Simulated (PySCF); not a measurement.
## Radial density of Mn (manganese, neutral)

TPSS, [Ar] 3d4 4s2 4p1, one real determinant (an excited configuration). Calculation: PySCF 2.14, in def2-QZVPPD (11s6p5d4f2g, 100 functions); the non-relativistic Hamiltonian (point nucleus).

| r (bohr) | 4πr²ρ (e/bohr) | 4πr²(ρα − ρβ) |
| --- | --- | --- |
| 0.00104 | 0.1366 | 0.0000 |
| 0.00175 | 0.3730 | 0.0000 |
| 0.00294 | 0.9944 | 0.0000 |
| 0.00495 | 2.544 | 0.0000 |
| 0.00833 | 6.081 | 0.0000 |
| 0.0140 | 12.96 | 0.0002 |
| 0.0236 | 22.86 | 0.0006 |
| 0.0396 | 29.73 | 0.0024 |
| 0.0667 | 26.09 | 0.0103 |
| 0.112 | 24.11 | 0.0469 |
| 0.189 | 33.02 | 0.2379 |
| 0.317 | 20.35 | 1.1215 |
| 0.534 | 12.11 | 3.0919 |
| 0.898 | 13.00 | 3.4386 |
| 1.51 | 3.446 | 1.4648 |
| 2.54 | 1.363 | 0.5227 |
| 4.27 | 0.4552 | 0.1841 |
| 7.19 | 0.02979 | 0.0196 |
| 12.1 | 0.0002093 | 0.0002 |

⟨L²⟩ = 8.02 against 12 for a pure F term, so this real determinant mixes terms.
